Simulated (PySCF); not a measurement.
YOCl, SMILES [O]=[Y][Cl].

Geometry optimised at PBE0-D3(BJ)/def2-TZVP. The def2 effective core potentials stand for the cores of Y; spin–orbit coupling is left out.

The numbers are results of r2SCAN/def2-TZVPD run with PySCF, not measurements.

The molecule is in vacuum.

**Question.** Estimate the frontier levels, gap, dipole moment and polarisability. (Estimate from the structure and the level; the computed values follow.)

**Answer.** 
| Property | Result |
|---|---|
| highest occupied level | -5.94 eV |
| lowest empty level | -2.59 eV |
| orbital gap | 3.35 eV |
| dipole moment | 7.39 D |
| quadrupole, principal values (traceless, Buckingham form, about the centre of nuclear charge) | -23.00, 11.21, 11.79 D·Å |
| mean static polarisability | 52.8 bohr³ (7.82 Å³) |
| polarisability, principal values | 39.3, 46.5, 72.6 bohr³ |
